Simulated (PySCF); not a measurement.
Compound: C₅H₆N₂.
Geometry (GFN2-xTB, Å), atoms numbered from 1 in this order:
```xyz
13
C5H6N2 angstrom
C     -1.8760    0.2197   -0.0854
N     -0.8085   -0.7474    0.0791
C      0.4112   -0.3582   -0.5568
C      1.6862   -0.9756   -0.1163
C      1.4975    0.2488    0.3179
C      1.8730    1.3637    1.0264
N      2.1571    2.3184    1.6016
H     -1.5617    1.1606    0.3660
H     -2.7603   -0.1401    0.4357
H     -2.1350    0.4091   -1.1378
H     -1.1062   -1.6664   -0.2345
H      0.3240    0.0143   -1.5848
H      2.2944   -1.8463   -0.1288
```

Probes without a nucleus sit at each ring's centroid and 1 Å off its mean plane on both sides; NICS is minus the shielding there, NICSzz its component along the normal. Level: GIAO PBE0/pcSseg-1 (PySCF, non-relativistic, gas phase) on the GFN2-xTB geometry, one conformer.

Ring bond lengths (Å), with Mayer bond orders in brackets: C3–C4 1.484 (0.96), C4–C5 1.313 (1.58), C5–C3 1.521 (0.86).

Q: Give the NICS values of each ring in ppm.

A: 
| ring | type | NICS(0) | NICS(1), two faces | NICS(1)zz, two faces | rms pucker (Å) | centre to ring atoms, mean (Å) |
| --- | --- | --- | --- | --- | --- | --- |
| C3–C4–C5 | 3-membered carbocycle; formal bonds 1 double, 2 single | -30.5 | -8.8 / -5.4 | -18.9 / -12.4 | 0.00 | 0.83 |

Q: What can be read from them?

A: 
- C3–C4–C5: mean NICS(1)zz -15.7 ppm, shielded. C3 has four or more neighbours; no verdict on aromaticity is drawn. The two faces differ by 6.5 ppm, so no symmetry operation interchanges them. NICS(0) lies 23 ppm below the mean NICS(1).

Q: List the ring angles and the Hirshfeld charges of the ring atoms.

A: 
- C3–C4–C5: C3 51.8° (+0.010 e), C4 65.6° (-0.010 e), C5 62.6° (+0.011 e); sum 180.0° against 180° for a flat convex ring.
